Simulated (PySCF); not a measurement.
Two-dimensional NMR puzzle

Compound of formula C$_{5}$H$_{14}$OSi. Correlations simulated from computed shifts and the bond graph:

HSQC (one-bond C–H):
| δH | δC |
| --- | --- |
| 3.83 | 61.3 |
| 1.29 | 20.8 |
| 0.04 | -0.2 |

COSY cross peaks (H two or three bonds apart, from the bond graph; peaks can be absent where the dihedral angle is near 90°):
| δH | δH |
| --- | --- |
| 3.83 | 1.29 |

HMBC (two and three bonds, from the bond graph):
| δH | δC |
| --- | --- |
| 3.83 | 20.8 |
| 1.29 | 61.3 |
| 0.04 | -0.2 |

Level of theory: σ from GIAO-PBE0/pcSseg-1, GFN2-xTB geometry, in PySCF 2.14.0 with density-fitted response routines (one conformer, gas phase, relativity neglected, fast rotation and ring inversion assumed for equivalent nuclei).

δ = σ(ref) − σ, references computed at the same level: TMS for 1H (σ = 31.72 ppm) and 13C (σ = 186.93 ppm).

Exchangeable hydrogens are left out of these lists.

Assemble the structure.

## Answers

SMILES CCO[Si](C)(C)C.

Mapped SMILES: `[CH3:1][CH2:2][O:3][Si:4]([CH3:5])([CH3:6])[CH3:7]` (H(Xn): hydrogen on atom n).

- δC 61.3 is C2, an sp3 CH2 bonded to O (δH 3.83).
- δC 20.8 is C1, a methyl carbon (δH 1.29).
- δC -0.2 is C5/C6/C7, a methyl carbon bonded to Si (δH 0.04).
- COSY links 3.83–1.29.

This is the structure that produced the data.

Shifts are as computed. Against solution values, carbons near 30 ppm lie about +3 ppm off and those near 130 ppm about +5 ppm. Of 1211 compounds with measured shifts, 218 miss one by over three times the rms of a fit or turn the order of signals round; such compounds aren't used in these exercises.
